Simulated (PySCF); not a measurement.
Simulated outer-valence photoelectron spectrum of `N[SiH2][SiH2]Cl`. Level of theory: EOM-IP-CCSD/aug-cc-pVDZ in PySCF, restricted Hartree–Fock reference, frozen core, non-relativistic, gas phase, PBE0-D3(BJ)/def2-SVP geometry.

Each root has a Gaussian of 0.4 eV full width with its one-hole share as area; cross sections and vibrations are left out, and the highest printed point is 100.

(ionisation energy (eV), intensity): (9.1, 0), (9.2, 1), (9.3, 5), (9.4, 15), (9.5, 33), (9.6, 54), (9.7, 61), (9.8, 49), (9.9, 29), (10.0, 16), (10.1, 18), (10.2, 34), (10.3, 54), (10.4, 61), (10.5, 49), (10.6, 28), (10.7, 11), (10.8, 4), (10.9, 5), (11.0, 15), (11.1, 33), (11.2, 54), (11.3, 61), (11.4, 49), (11.5, 28), (11.6, 11), (11.7, 4), (11.8, 2), (11.9, 7), (12.0, 21), (12.1, 45), (12.2, 74), (12.3, 94), (12.4, 97), (12.5, 82), (12.6, 54), (12.7, 28), (12.8, 14), (12.9, 17), (13.0, 36), (13.1, 64), (13.2, 90), (13.3, 100), (13.4, 90), (13.5, 64), (13.6, 39), (13.7, 27), (13.8, 35), (13.9, 52), (14.0, 60), (14.1, 50), (14.2, 29), (14.3, 12), (14.4, 4), (14.5, 1)

Task: Where are the maxima, and how many lines lie under the curve?

Result: 6 maxima, at 9.7, 10.4, 11.3, 12.4, 13.3 and 14.0 eV, from 8 lines. At this width some lines have no maximum of their own.

Task: List the lines with their holes.

Result: 
| E (eV) | leading hole (HF orbital) | area | Koopmans (eV) |
| --- | --- | --- | --- |
| 9.69 | HOMO | 0.95 | 10.58 |
| 10.39 | HOMO-1 | 0.95 | 11.35 |
| 11.29 | HOMO-2 | 0.95 | 12.14 |
| 12.26 | HOMO-3 | 0.95 | 13.20 |
| 12.48 | HOMO-4 | 0.94 | 13.42 |
| 13.19 | HOMO-5 | 0.94 | 14.15 |
| 13.40 | HOMO-6 | 0.94 | 14.32 |
| 14.00 | HOMO-7 | 0.93 | 15.22 |

The widest gap, 0.97 eV, lies between 11.29 and 12.26 eV. Only orbitals with −ε under 21 eV, eight at most, were ionised, so the high end of the curve may lack lines.

Time: 1.7 min of wall time. Hardware: one thread, x86-64 server, shared host.

Conformer computed: `[NH2:1][SiH2:2][SiH2:3][Cl:4]`: N1–Si2–Si3–Cl4 -44°, H–N1–Si2–Si3 -178°, H–N1–Si2–Si3 42°.

One conformer stands for the species.
